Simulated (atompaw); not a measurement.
**Reading a pseudo-wave (nickel (Ni))**

Columns: radius, all-electron u(r) and pseudo u(r) of the 3p shell (level -70.71 eV) of nickel in the configuration [Ne] 3s2 3p6 3d8 4s2 4p0; PBE, non-relativistic, PAW (atompaw) scheme, atompaw 4.2.0.5.

| r (bohr) | all-electron | pseudo |
| --- | --- | --- |
| 0.062 | 0.3919 | -0.0303 |
| 0.123 | 0.6382 | -0.1159 |
| 0.185 | 0.5095 | -0.2505 |
| 0.246 | 0.1737 | -0.4160 |
| 0.308 | -0.2211 | -0.6003 |
| 0.369 | -0.5722 | -0.7798 |
| 0.431 | -0.8522 | -0.9433 |
| 0.492 | -1.0440 | -1.0724 |
| 0.554 | -1.1609 | -1.1625 |
| 0.615 | -1.2127 | -1.2079 |
| 0.677 | -1.2161 | -1.2127 |
| 0.738 | -1.1847 | -1.1836 |
| 0.800 | -1.1291 | -1.1289 |
| 0.862 | -1.0586 | -1.0586 |
| 0.923 | -0.9814 | -0.9814 |
| 0.985 | -0.8997 | -0.8997 |
| 1.046 | -0.8197 | -0.8197 |
| 1.108 | -0.7409 | -0.7409 |
| 1.169 | -0.6675 | -0.6675 |
| 1.231 | -0.5977 | -0.5977 |
| 1.292 | -0.5343 | -0.5343 |
| 1.354 | -0.4753 | -0.4753 |
| 1.415 | -0.4226 | -0.4226 |
| 1.477 | -0.3741 | -0.3741 |
| 1.538 | -0.3313 | -0.3313 |
| 1.600 | -0.2923 | -0.2923 |

(1) How many radial nodes do the two functions have?

(2) At about which radius was the pseudo-wave matched?

(3) Where does each function peak?

(4) Is the pseudo-wave norm-conserving?

Results:

(1) The all-electron 3p function has n − l − 1 = 1; the pseudo-wave has 0, since the states of the same l below it are removed with the core.

(2) 0.90 bohr. The columns agree to 0.0005 from 0.80 bohr on; several derivatives are matched, so the curves merge somewhat inside the radius.

(3) Outermost all-electron maximum near 0.68 bohr, pseudo maximum near 0.68 bohr (to the table’s step).

(4) No, it belongs to a PAW set: the norm inside the radius is not constrained, and the difference is carried by the augmentation charge.
